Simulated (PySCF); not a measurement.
CsCl, SMILES [Cl][Cs]. Atoms are numbered in the order given.

```xyz
2

Cs     0.0000     0.0000    -0.7017
Cl     0.0000     0.0000     2.2701
```

The structure is a stationary point at B3LYP-D3(BJ)/def2-TZVPD. The def2 effective core potentials stand for the cores of Cs; spin–orbit coupling is left out.

Computed with CAM-B3LYP/def2-TZVPD (PySCF).

Gas-phase values at a fixed geometry.

```yaml
total_energy: -480.43775 hartree
point_group: C∞v
highest_occupied_level: -7.30 eV
lowest_empty_level: -0.80 eV
orbital_gap: 6.50 eV
dipole_moment: 10.80 D
quadrupole, principal values (traceless, Buckingham form, about the centre of nuclear charge): -17.27, 8.64, 8.64 D·Å
mean_static_polarisability: 47.5 bohr³ (7.03 Å³)
polarisability_principal_values: 40.2, 40.2, 61.9 bohr³
```
